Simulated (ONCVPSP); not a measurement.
Pt, ONCV: configuration errors across variants

ONCVPSP 4.0.1 input, shortened (lines: element, Z, core and valence counts, functional; n l f; lmax; l rc ep ncon nbas qcut; lloc lpopt rc5 dvloc0; l nproj debl; icmod fcfact rcfact), PBE, fully relativistic:

```
  Pt 78.00   10    3        4      upf
    1    0    2.00
    2    0    2.00
    2    1    6.00
    3    0    2.00
    3    1    6.00
    3    2   10.00
    4    0    2.00
    4    1    6.00
    4    2   10.00
    4    3   14.00
    5    0    2.00
    5    1    6.00
    5    2    7.00
    3
    0    1.45    0.00    5    9    7.90
    1    1.15    0.00    3    6    6.60
    2    1.55    0.00    4    7    5.80
    3    1.45    0.14    4    8    7.30
    4    5    1.10    1.00
    0    2    3.00
    1    1    2.00
    2    3    0.80
    3    3    0.50
    3    4.00    1.35
```

Open shells are filled in proportion to 2j + 1.

In the s channel the program set the typed energies aside and used -5.025, 0.050 Ha. In the d channel the program set the typed energies aside and used -1.400, 0.250, 1.050 Ha (j = l + 1/2; the other j can differ).

All-electron excitation energies from the reference (eV): (1) 5s2 5p6 5d9 6s1 -61.406; (2) 5s2 5p6 5d9 -52.196; (3) 5s2 5p6 5d8 -32.214; (4) 5s2 5p5 5d9 6s1 1.742.

4 further variants failed, have other tests or another functional or relativity, and are left out.

A true bound ghost makes a file unfit for plane-wave use even where its test errors are small: the radial tests pick states by their node count and pass the ghost by.

Errors AE − PS in meV (a dash: test not solved or not reliable):

```tsv
change	(1)	(2)	(3)	(4)	bound ghosts	GHOST(+) flags above zero
base	+5.1	-0.6	-0.5	-24	f7/2, d3/2, f5/2	s, d5/2, f7/2, f5/2
d: rc 1.2	+3.7	-2.4	-1.4	-23	d5/2, f7/2, d3/2, f5/2	s, d5/2, f7/2, d3/2, f5/2
all radii but the core radius scaled by about 1.33 (s 1.92, p 1.52, d 2.06, f 1.92 bohr); local potential polynomial inside 1.46 bohr (lpopt 5, dvloc0 1 Ha)	-6.7	+29	+11	-119	p1/2	s, f7/2, f5/2
local potential polynomial inside 1.10 bohr (lpopt 5, dvloc0 8 Ha)	+3.9	-1.2	-0.7	-26	f7/2, d3/2, f5/2	s, d5/2, f7/2, f5/2
s: qcut 6.1	+5.9	-0.7	-0.5	-18	f7/2, d3/2, f5/2	s, d5/2, f7/2, f5/2
f: qcut 7.5	+5.1	-0.6	-0.5	-24	f7/2, d3/2, f5/2	s, d5/2, f7/2, f5/2
d: debl 4.45	+5.0	-0.7	-0.5	-24	f7/2, f5/2	s, f7/2, f5/2
core correction Teter function, fcfact 2.25, rcfact 1.1	+5.8	-0.3	-0.3	-18	f7/2, d3/2, f5/2	s, d5/2, f7/2, f5/2
```

Q: Give the same row for: local potential polynomial inside 0.70 bohr (lpopt 5, dvloc0 -1 Ha).

A: +2.8, -2.3, -1.2, -31; bound ghosts: s, p3/2, f7/2, p1/2, f5/2; GHOST(+) flags above zero: d5/2, f7/2, d3/2, f5/2.
